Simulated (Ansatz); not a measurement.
Start from `C[NH][GeH]([OH])[Cl]` and change one atom or group to get `C[NH][GeH]([Cl])[Cl]`.

Ansatz, PBE0-D4/def2-TZVP geometries, multiplicity 1. Each molecule was computed in one conformer, which needn't be the lowest.

Scalar relativity is left out up to krypton.

```
                                          property  `C[NH][GeH]([OH])[Cl]`
              HOMO–LUMO gap (PBE0/def2-TZVPP) / eV                    7.60
               HOMO–LUMO gap (PBE/def2-TZVPP) / eV                    5.19
             LUMO energy (ωB97M-V/def2-TZVPP) / eV                    2.02
size of the dipole moment (ωB97M-V/def2-TZVPP) / D                    3.20
               LUMO energy (B3LYP/def2-TZVPP) / eV                   -0.10
                 LUMO energy (PBE/def2-TZVPP) / eV                   -0.75
```

Q: What does the change do to each property? (Estimate.)

A: The calculation gave: 
```
                                          property  `C[NH][GeH]([Cl])[Cl]`  shift
              HOMO–LUMO gap (PBE0/def2-TZVPP) / eV                    7.08  -0.52
               HOMO–LUMO gap (PBE/def2-TZVPP) / eV                    4.69  -0.50
             LUMO energy (ωB97M-V/def2-TZVPP) / eV                    1.58  -0.44
size of the dipole moment (ωB97M-V/def2-TZVPP) / D                    2.32  -0.88
               LUMO energy (B3LYP/def2-TZVPP) / eV                   -0.74  -0.64
                 LUMO energy (PBE/def2-TZVPP) / eV                   -1.42  -0.67
```

With PBE0 the HOMO falls by 0.16 eV and the LUMO falls by 0.68 eV, so the gap narrows by about 0.52 eV. PBE moves the HOMO by -0.16 eV and ωB97M-V by -0.16 eV. Dipoles are sizes alone; their direction can turn.

B3LYP here is the variant with VWN-RPA as its local correlation; programs differ in this.
